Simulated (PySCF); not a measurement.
C₄H₈FNSi₂.
SMILES with atom numbers: `[CH3:1][C@@H:2]1[SiH2:3][C@@H:4]([F:5])[Si@@H:6]1[C:7]#[N:8]`

Structure used (GFN2-xTB), in Å, numbered top down from 1:
```xyz
16
C4H8FNSi2 angstrom
C     -1.018   -1.459    0.950
C     -0.416   -0.058    0.880
Si    -1.160    1.174   -0.414
C      0.668    1.505   -0.987
F      1.124    2.774   -0.623
Si     1.366    0.112    0.164
C      1.776   -1.378   -0.883
N      2.003   -2.300   -1.523
H     -0.473   -2.085    1.655
H     -2.058   -1.414    1.271
H     -0.984   -1.945   -0.023
H     -0.461    0.372    1.885
H     -1.949    0.525   -1.459
H     -1.819    2.355    0.134
H      0.881    1.423   -2.055
H      2.513    0.407    1.015
```

NICS = −σ at a ghost point: NICS(0) at the centroid of the ring atoms, NICS(1) 1 Å to either side along the normal of their mean plane, zz for the tensor component along that normal. Level: GIAO PBE0/pcSseg-1 (PySCF, non-relativistic, gas phase) on the GFN2-xTB geometry, one conformer.

Ring bond lengths (Å), with Mayer bond orders in brackets: C2–Si3 1.936 (0.89), Si3–C4 1.944 (0.85), C4–Si6 1.937 (0.87), Si6–C2 1.928 (0.89).

Task: Give the NICS values of each ring in ppm.

Result: 
| ring | type | NICS(0) | NICS(1), two faces | NICS(1)zz, two faces | rms pucker (Å) | centre to ring atoms, mean (Å) |
| --- | --- | --- | --- | --- | --- | --- |
| C2–Si3–C4–Si6 | 4-membered ring with 2 Si; formal bonds all single | 0.6 | -2.1 / 0.0 | 2.8 / 5.8 | 0.06 | 1.37 |

Task: What do they say, and how far can they be read as aromaticity?

Result: 
- C2–Si3–C4–Si6: mean NICS(1)zz 4.3 ppm, deshielded. C2, Si3, C4, Si6 have four or more neighbours; no verdict on aromaticity is drawn.

Task: What are the shieldings of the ring atoms and their hydrogens in the same run (means over atoms taken as equivalent)?

Result: 
| atoms | environment | σ isotropic (ppm) |
| --- | --- | --- |
| C2 | sp3 carbon bound to silicon | 172.8 |
| Si3 | SiH2 silicon | 371.2 |
| C4 | sp3 C–F carbon | 94.6 |
| Si6 | SiH silicon | 381.9 |
| H12 | methine hydrogen | 29.80 |
| H13 | Si–H hydrogen | 26.97 |
| H14 | Si–H hydrogen | 26.73 |
| H15 | methine hydrogen | 25.77 |
| H16 | Si–H hydrogen | 26.45 |

Hardware: one thread, Arm Neoverse V1 (aarch64) (shared host). Cost: 47 s wall, 0.90 GiB resident at most. This is the whole shielding run at PBE0/pcSseg-1, SCF included.
